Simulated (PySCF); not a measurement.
Be(Cl)(SeH) (BeClHSe), SMILES [Be]([Cl])[SeH].

The structure is a stationary point at PBE-D3(BJ)/def2-TZVP. One conformer was computed; it need not be the lowest.

Level of theory: PBE-D3(BJ)/def2-TZVP run with PySCF 2.14.0.

Frequencies are harmonic and unscaled.

```
mode  ν (cm⁻¹)  IR (km/mol)  moving atoms (share of kinetic energy)
----  --------  -----------  --------------------------------------
1          184         23.0                         Be 78 %, H 13 %
2          217         17.5                                 Be 91 %
3          289          0.1                        Cl 63 %, Se 33 %
4          551          1.2                         H 85 %, Be 13 %
5         1014        320.2                         Be 90 %, Cl 9 %
6         2340          3.7                                  H 99 %
```
